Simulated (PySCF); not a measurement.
An unknown shows these calculated signals:

1H NMR (500 MHz, computed): δ 7.25 (m, 1H), 4.62 (m, 2H), 4.17 (d, 3H), 3.67 (s, 1H), 1.44 (m, 2H).

13C{1H} NMR (computed): δ 158.1 (CH), 152.8 (C), 102.2 (CH), 86.9 (C).

Equivalent nuclei averaged, single conformer, no relativistic terms, in vacuum. Coordinates at the GFN2-xTB level; σ from GIAO-PBE0/pcSseg-1; PySCF 2.14.

δ = σ(ref) − σ, references computed at the same level: TMS for 1H (σ = 31.72 ppm), 13C (σ = 186.93 ppm).

Question: Which of these does the molecule contain: an ester, a Si–H bond, a C≡C triple bond, a (CH3)2CH unit, an S-methyl group, a non-aromatic C=C double bond?

Answer: 
- An ester: no.
- A Si–H bond: yes (δH 4.17 (d)).
- A C≡C triple bond: yes (δC 102.2, 86.9; δH 3.67 (s)).
- A (CH3)2CH unit: no.
- An S-methyl group: no.
- A non-aromatic C=C double bond: yes.

The data belong to SMILES C(=C(/C#C)[SiH2]P)/[SiH3], C₄H₉PSi₂; they needn't prove each group on their own.

Carbon signals by region: 3 in the sp2 and nitrile region (100–160 ppm), 1 at 50–100 ppm.

Splittings by 31P in the carbon and heteronuclear signals aren't shown, as no couplings were computed. Shifts are as computed. Against solution values, carbons near 30 ppm lie about +3 ppm off and those near 130 ppm about +5 ppm. Of 1211 compounds with measured shifts, 218 miss one by over three times the rms of a fit or turn the order of signals round; such compounds aren't used in these exercises. Multiplicities follow the n + 1 count of equivalent neighbours, as no J values were calculated; m marks all less simple cases, F and P coupling included.
